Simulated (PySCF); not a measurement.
Two species compared at the same levels of theory.

First species: C2H6F3PSi2.
Z-matrix (Å and degrees, GFN2-xTB geometry), rows numbered from 1:
```
F 
C   1  1.3501
F   2  1.3493  1  105.51
F   2  1.3502  1  105.46  3  -111.33
C   2  1.4817  1  113.49  3   123.76
Si  5  1.9313  2  110.99  1   -66.12
P   6  2.2676  5   90.91  2  -109.05
Si  5  1.9311  2  110.94  1  -173.58
H   5  1.0894  2  106.98  1    60.24
H   6  1.4570  5  112.89  2     6.54
H   6  1.4623  5  108.84  2   131.62
H   7  1.3851  6   96.78  5  -101.68
H   8  1.4625  5  108.88  2  -131.62
H   8  1.4573  5  112.91  2    -6.42
```

Second species: C₂H₁₁NOSi₃.
Numbering: `[NH2:1][Si@@H:2]([CH:3]=[O:4])[CH2:5][SiH2:6][SiH3:7]` (hydrogens: H8, H9 on N1; H10 on Si2; H11 on C3; H12, H13 on C5; H14, H15 on Si6; H16, H17, H18 on Si7)

Geometry (GFN2-xTB, Å), atoms numbered from 1 in this order:
```
atom  x, y, z in Å
N1    -0.861   -1.737   -0.319
Si2   -1.442   -0.160   -0.651
C3    -3.099   -0.103    0.311
O4    -3.655   -1.087    0.731
C5    -0.252    1.146    0.035
Si6    1.403    1.309   -0.895
Si7    2.872   -0.416   -0.458
H8    -1.538   -2.451   -0.099
H9    -0.071   -2.126   -0.806
H10   -1.783    0.155   -2.051
H11   -3.573    0.889    0.476
H12   -0.753    2.114    0.009
H13   -0.048    0.940    1.086
H14    1.975    2.615   -0.516
H15    1.079    1.433   -2.326
H16    3.668   -0.191    0.752
H17    2.228   -1.722   -0.276
H18    3.840   -0.602   -1.545
```

Levels: PBE0/def2-SVPD for dipole moment, HOMO energy, LUMO energy, HOMO–LUMO gap, static isotropic polarisability and electronic spatial extent ⟨r²⟩ about the centre of nuclear charge; TDDFT PBE0/def2-SVPD for lowest singlet excitation; TDA PBE0/def2-SVPD for lowest triplet excitation (Tamm–Dancoff); GFN2-xTB for rotational constant A and rotational constant C. Geometries: GFN2-xTB. Each structure is a single optimised conformer of the isolated species, non-relativistic unless stated; the electronic structure was computed with PySCF and density fitting.

The conformers computed, where there is a choice (atom-mapped SMILES and torsion angles):
- `[F:1][C:2]([F:3])([F:4])[CH:5]1[SiH2:6][PH:7][SiH2:8]1`: F1–C2–C5–Si6 -66°
- `[NH2:1][Si@@H:2]([CH:3]=[O:4])[CH2:5][SiH2:6][SiH3:7]`: N1–Si2–C3–O4 -15°, N1–Si2–C5–Si6 71°, Si2–C5–Si6–Si7 -75°, H–N1–Si2–C3 26°, H–N1–Si2–C3 170°

**Question.** Which of the two has the higher T1 energy, and by how much?

**Answer.** The first: 4.54 eV against 2.49 eV, a difference of 2.05 eV.

**Question.** Which has the higher rotational constant A?

**Answer.** The second: 2.941 GHz against 2.007 GHz, a difference of 0.934 GHz.

**Question.** Which of the two has the higher HOMO–LUMO gap, and by how much?

**Answer.** The first: 6.30 eV against 5.40 eV, a difference of 0.90 eV.

**Question.** Which of the two has the higher static isotropic polarisability, and by how much?

**Answer.** The second: 119.2 au against 101.8 au, a difference of 17.4 au.

**Question.** Which of the two has the higher rotational constant C, and by how much?

**Answer.** The first: 0.750 GHz against 0.552 GHz, a difference of 0.198 GHz.

**Question.** Which has the higher dipole moment?

**Answer.** The first: 2.76 D against 1.96 D, a difference of 0.80 D.

**Question.** Which has the higher S1 energy?

**Answer.** The first: 5.05 eV against 3.22 eV, a difference of 1.83 eV.

**Question.** Which has the higher HOMO energy?

**Answer.** The second: -6.95 eV against -7.37 eV, a difference of 0.42 eV.

On the first: The vertical singlet–triplet gap S1 − T1 is 0.51 eV (TDDFT singlet less Tamm–Dancoff triplet; S1: HOMO→LUMO, weight 0.98; T1: HOMO→LUMO, weight 0.93). S1 lies 1.25 eV below the HOMO–LUMO gap; its leading configuration is HOMO→LUMO, weight 0.98.

On the second: 1 of the 8 computed singlets lies in the visible range (750 to 380 nm, 1.65 to 3.26 eV), with an oscillator strength of 0.001. The principal polarisabilities are 96.9, 118.0 and 142.6 au; their mean is the isotropic value. GFN2-xTB frequencies show an imaginary mode (66i cm⁻¹), so this geometry is no minimum at that level.
